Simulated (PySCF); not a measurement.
Compound: C₉H₁₂P (charge -1).
Numbering: `[CH2:1]=[CH:2][c:3]1[cH:4][p-:5][cH:6][c:7]1[CH:8]([CH3:9])[CH3:10]`

Cartesian coordinates in Å at the GFN2-xTB level; atoms count from 1:
```
atom  x, y, z in Å
C1     3.1493   -1.2456   -0.1609
C2     1.8733   -0.8903    0.0341
C3     1.2520    0.3555   -0.3083
C4     1.9110    1.4229   -0.9237
P5     0.8985    2.7905   -1.2277
C6    -0.4476    1.9233   -0.5178
C7    -0.1179    0.6665   -0.0706
C8    -1.1040   -0.2903    0.5522
C9    -1.7263   -1.1764   -0.5332
C10   -2.2036    0.4225    1.3396
H11    3.5205   -2.2160    0.1370
H12    3.8669   -0.5872   -0.6205
H13    1.2259   -1.6285    0.5018
H14    2.9565    1.4172   -1.1942
H15   -1.4299    2.3689   -0.4520
H16   -0.5690   -0.9399    1.2579
H17   -0.9457   -1.7139   -1.0675
H18   -2.2639   -0.5595   -1.2511
H19   -2.4221   -1.9007   -0.1039
H20   -2.8203   -0.3006    1.8772
H21   -2.8484    0.9891    0.6720
H22   -1.7657    1.1117    2.0588
```

Probes without a nucleus sit at each ring's centroid and 1 Å off its mean plane on both sides; NICS is minus the shielding there, NICSzz its component along the normal. Level: GIAO PBE0/pcSseg-1 (PySCF, non-relativistic, gas phase) on the GFN2-xTB geometry, one conformer.

Ring bond lengths (Å), with Mayer bond orders in brackets: C3–C4 1.397 (1.43), C4–P5 1.729 (1.36), P5–C6 1.752 (1.22), C6–C7 1.374 (1.53), C7–C3 1.425 (1.26).

Question: Give the NICS values of each ring in ppm.

Answer: 
```tsv
ring	type	NICS(0)	NICS(1), two faces	NICS(1)zz, two faces	rms pucker (Å)	centre to ring atoms, mean (Å)
C3–C4–P5–C6–C7	5-membered ring with P; formal bonds all aromatic	-10.3	-10.1 / -10.3	-24.6 / -25.3	0.00	1.30
```

Question: What can be read from them?

Answer: 
- C3–C4–P5–C6–C7: mean NICS(1)zz -25.0 ppm, shielded.

Question: What does the geometric index give? HOMA = 1 − mean of α(R − Ropt)² over the ring bonds, with Krygowski's 1993 parameters (CC: Ropt 1.388 Å, α 257.7 Å⁻²; CP: Ropt 1.698 Å, α 118.91 Å⁻²).

Answer: 
- C3–C4–P5–C6–C7: HOMA 0.83; the largest term is that of C7–C3, α(R − Ropt)² = 0.35.

Question: What is the mean of the two in-plane components of NICS at the first NICS(1) probe listed for ring C3–C4–P5–C6–C7, 1 Å off the ring?

Answer: The isotropic value is a third of the trace: (3 × -10.1 − (-24.6))/2 = -2.8 ppm.

Question: List the ring angles and the Hirshfeld charges of the ring atoms.

Answer: 
- C3–C4–P5–C6–C7: C3 111.1° (-0.075 e), C4 113.9° (-0.185 e), P5 89.3° (-0.192 e), C6 113.6° (-0.192 e), C7 112.1° (-0.049 e); sum 540.0° against 540° for a flat convex ring.

Question: What are the shieldings of the ring atoms and their hydrogens in the same run (means over atoms taken as equivalent)?

Answer: 
```
atoms                  environment  σ isotropic (ppm)
   C3  substituted aromatic carbon               58.2
   C4           aromatic CH carbon               51.4
   P5     phosphorus bonded to 2 C              227.0
   C6           aromatic CH carbon               62.3
   C7  substituted aromatic carbon               46.9
  H14            aromatic hydrogen              23.95
  H15            aromatic hydrogen              25.27
```
